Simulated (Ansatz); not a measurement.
`[F][GaH][GaH2]` and `[F][GaH][SiH3]` differ in one atom or group.

Ansatz, PBE0-D4/def2-TZVP geometries, multiplicity 1. 

Scalar relativity is left out up to krypton.

| property | `[F][GaH][GaH2]` |
| --- | --- |
| zero-point energy (PBE0-D4/def2-TZVP) / kJ/mol | 57.6 |
| LUMO energy (ωB97M-V/def2-TZVPP) / eV | -0.67 |
| LUMO energy (PBE0/def2-TZVPP) / eV | -2.40 |
| HOMO energy (ωB97M-V/def2-TZVPP) / eV | -9.46 |
| HOMO–LUMO gap (ωB97M-V/def2-TZVPP) / eV | 8.79 |
| HOMO energy (B3LYP/def2-TZVPP) / eV | -7.27 |

Question: What does the change do to each property? (Estimate.)

Answer: Computed: 
```tsv
property	`[F][GaH][SiH3]`	shift
zero-point energy (PBE0-D4/def2-TZVP) / kJ/mol	86.7	29.1
LUMO energy (ωB97M-V/def2-TZVPP) / eV	-0.22	0.45
LUMO energy (PBE0/def2-TZVPP) / eV	-1.96	0.44
HOMO energy (ωB97M-V/def2-TZVPP) / eV	-10.07	-0.61
HOMO–LUMO gap (ωB97M-V/def2-TZVPP) / eV	9.85	1.06
HOMO energy (B3LYP/def2-TZVPP) / eV	-7.84	-0.57
```

With PBE0 the HOMO falls by 0.59 eV and the LUMO rises by 0.44 eV, so the gap widens by about 1.03 eV. PBE moves the HOMO by -0.51 eV and ωB97M-V by -0.61 eV. The zero-point energy changes by 29.1 kJ/mol with +3 modes.

B3LYP here is the variant with VWN-RPA as its local correlation; programs differ in this.
